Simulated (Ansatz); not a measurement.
Molecule: CdCl$_{2}$, charge 0, multiplicity 1. 
Structure (B3LYP-D3(BJ)/def2-TZVP (Ansatz, a program for electronic structure) minimum search):
```xyz
3

Cd     0.0000     0.0000     0.0000
Cl     0.0000     0.0000    -2.2851
Cl     0.0000     0.0000     2.2851
```

Property: vertical ionisation energy (to the doublet state of charge +1; each state is the SCF solution reached for its spin), in eV. Correlated levels leave the core frozen unless marked. Open shells are spin-unrestricted. Spin-orbit coupling is left out. Frozen are the shells of the preceding noble gas and the d and f shells that filled before the atom's block. In def2 rows, elements after Kr have scalar-relativistic effective core potentials. 

```csv
level,program,vertical ionisation energy (eV)
SVWN5/def2-TZVPD,Ansatz,10.84
PBE/def2-TZVPD,Ansatz,10.60
r2SCAN/def2-TZVPD,Ansatz,10.80
B3LYP/def2-TZVPD,Ansatz,10.97
PBE0/def2-TZVPD,Ansatz,11.03
BHLYP/def2-TZVPD,Ansatz,11.30
CAM-B3LYP/def2-TZVPD,Ansatz,11.39
wB97M-V/def2-TZVPD,Ansatz,11.54
wB97X-V/def2-TZVPD,Ansatz,11.59
CCSD/def2-SVPD,Ansatz,11.38
CCSD/def2-TZVPPD,Ansatz,11.39
CCSD(T)/def2-SVPD,Ansatz,11.39
CCSD(T)/def2-TZVPPD,Ansatz,11.43
```
